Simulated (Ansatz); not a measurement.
A run for Ansatz (a program for electronic structure): U-CCSD(T)/def2-SVP on H2SeZn (SMILES [ZnH][SeH]), a point of a bond scan (R = 1.228 Å). The run froze 23 orbitals, filled d shells among them.

Ansatz 0.2 input:
```yaml
crystal:
  periodic: [false, false, false]
  atoms:
    - {symbol: Zn, position_ang: [-0.70919421, -0.50984122, -0.82879930]}
    - {symbol: H, position_ang: [-1.43279377, -1.03364689, -1.67201774]}
    - {symbol: Se, position_ang: [0.65395606, 0.50525059, 0.74073403]}
    - {symbol: H, position_ang: [0.65501376, -0.71868499, 1.56184434]}
basis:
  gaussian:
    orbitals: def2-SVP
correlation: {method: ccsd_t, electrons: outside_noble_gas}
scf: {omitted_lower_state_checks: [cluster_reference]}
magnetization: {spin_polarized: true, initial_magnetization: 0}
```

What total energy does the run end on?

-4178.6930 hartree (reference determinant -4178.2465, T1 diagnostic 0.012).
